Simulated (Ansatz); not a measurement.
System: sum formula MoO2Cl2 (charge +1, doublet). The spin state was set by rule; other spins were not relaxed. SMILES of the parent species: [O]=[Mo](=[O])([Cl])[Cl]
Structure (B3LYP-D3(BJ)/def2-TZVP (Ansatz, a program for electronic structure) minimum search):
```
Mo
O 1 1.6851
O 1 1.7753 2 100.09
Cl 1 2.1883 2 110.59 3 117.18
Cl 1 2.1883 2 110.59 3 -117.18
```
Charge +1, spin multiplicity 2.

Parts of the frozen-core correlation energy in def2-SVP (Ansatz, hartree). Frozen orbitals: 16; correlated occupied orbitals by spin: 16 and 15; virtual: 63 and 64. UHF or UKS for open shells. Spin-orbit coupling is left out. Past Kr the def2 sets carry scalar-relativistic core potentials.

```csv
term,value
reference (HF),-1135.54104
MP2 opposite-spin,___
MP2 same-spin,-0.24810
CCSD correlation,___
(T),___
T1 diagnostic,0.059
largest doubles amplitude,0.051
<S^2> of the reference,1.331
```

### Question
What belongs in the gaps?

### Answer

- MP2 opposite-spin, value: -0.57068
- CCSD correlation, value: -0.84863
- (T), value: -0.04895
